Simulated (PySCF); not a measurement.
GeH₄, SMILES [GeH4].

Geometry optimised at ωB97X-D3(BJ)/def2-TZVPD. The isomer is the one that the SMILES or the coordinates give; other isomers of the formula were not compared.

Two levels are set side by side: TDA-PBE/def2-TZVPD (PySCF) and TDA-ωB97X/def2-TZVPD (PySCF). Vertical, same geometry. The lowest singlet is HOMO→LUMO 94 % with PBE and HOMO→LUMO 94 % with the other functional; states are paired by order. Differences are taken from unrounded values.

```csv
quantity,TDA-PBE
lowest singlet excitation (eV),8.13
lowest triplet excitation (TDA) (eV),7.56
first bright state (f over 0.05) (eV),8.13
its oscillator strength,0.11
```

Problem. These are the TDA-PBE values. What does TDA-ωB97X give? (The exact figures need the calculation; the answer reports its results.)

Solution. 
```csv
quantity,TDA-ωB97X,TDA-PBE minus TDA-ωB97X
lowest singlet excitation (eV),9.20,-1.07
lowest triplet excitation (TDA) (eV),8.58,-1.01
first bright state (f over 0.05) (eV),9.20,-1.07
its oscillator strength,0.24,-0.13
```

A lower first singlet is the usual sign of a functional without exact exchange. Differences between two approximate levels are no errors against the true value.

Rough cost on one machine, each run with all the roots and properties that it gave: TDA-ωB97X against TDA-PBE about 3 times.
